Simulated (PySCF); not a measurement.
Predicted microwave data (PBE0/pcSseg-1 in PySCF (dipole) on a GFN2-xTB geometry, gas phase) for one isomer of C9H12O2:

| Item | Value |
| --- | --- |
| Rotational constants | A = 2504, B = 781.1, C = 678.2 MHz |
| Dipole components | \|μa\| = 0.08 D, \|μb\| = 1.38 D, \|μc\| = 0.14 D |
| Inertial defect | -103.58 u·Å² |
| κ | -0.89 |

Question: Which structure is it? (One computed conformer of each.)
A. `[CH3:1][C:2](=[O:3])[O:4][C@@:5]12[CH2:6][C@H:7]3[C@@H:8]1[C@@:9]3([CH3:10])[CH2:11]2` with C1–C2–O4–C5 178°, C2–O4–C5–C6 -162°
B. `[CH2:1]=[C:2]([CH3:3])[C:4]1=[CH:5][C@H:6]([CH2:7][CH3:8])[O:9][C:10]1=[O:11]` with C1–C2–C4–C5 -178°, C5–C6–C7–C8 178°
C. `[CH3:1][O:2][CH2:3][CH2:4][O:5][c:6]1[cH:7][cH:8][cH:9][cH:10][cH:11]1` with C1–O2–C3–C4 180°, O2–C3–C4–O5 180°, C3–C4–O5–C6 180°, C4–O5–C6–C7 0° ((2-methoxyethoxy)benzene)
D. `[CH3:1][O:2]/[CH:3]=[C:4]1\[CH:5]=[C:6]([O:7][CH3:8])[CH:9]=[C:10]1[CH3:11]` with C1–O2–C3–C4 -177°, C5–C6–O7–C8 0°
E. `[CH3:1][O:2][C@:3]12[CH:4]=[CH:5][C@H:6]([CH:7]=[CH:8]1)[C@@H:9]2[CH2:10][OH:11]` with C1–O2–C3–C4 -56°, C6–C9–C10–O11 -167°, C9–C10–O11–H 58°
F. `[CH3:1][CH2:2][CH2:3][C:4]1([C:5]#[C:6][C:7](=[O:8])[OH:9])[CH2:10][CH2:11]1` with C1–C2–C3–C4 180°, C2–C3–C4–C5 -64°, C6–C7–O9–H 180°

Answer: A. It is CC(=O)O[C@@]12C[C@H]3[C@@H]1[C@@]3(C)C2, an asymmetric top, point group C1. The candidates at the same level (rigid rotor, commonest isotopes):

```tsv
SMILES	A (MHz)	B (MHz)	C (MHz)	μa (D)	μb (D)	μc (D)	Δ (u·Å²)	point group	rotor
CO/C=C1\C=C(OC)C=C1C	1599	680.5	481.7	3.14	0.75	0.05	-9.59	near Cs	asymmetric top
CC(=O)O[C@@]12C[C@H]3[C@@H]1[C@@]3(C)C2	2504	781.1	678.2	0.08	1.38	0.14	-103.58	C1	asymmetric top
CCCC1(C#CC(=O)O)CC1	1462	572.5	436.6	2.74	0.61	0.36	-70.94	C1	asymmetric top
C=C(C)C1=C[C@H](CC)OC1=O	2158	708.0	559.2	0.76	4.72	0.32	-44.23	C1	asymmetric top
COCCOc1ccccc1	4485	404.4	373.6	1.15	0.20	0.00	-9.61	Cs	near-prolate asymmetric top
CO[C@]12C=C[C@H](C=C1)[C@@H]2CO	1605	1232	920.9	1.70	1.04	0.57	-176.33	C1	asymmetric top
```

`C=C(C)C1=C[C@H](CC)OC1=O` has C 18 % too low; `CO[C@]12C=C[C@H](C=C1)[C@@H]2CO` has B 58 % too high; `COCCOc1ccccc1` has A 79 % too high; `CO/C=C1\C=C(OC)C=C1C` has A 36 % too low; `CCCC1(C#CC(=O)O)CC1` has A 42 % too low. No structure here is proved a minimum.
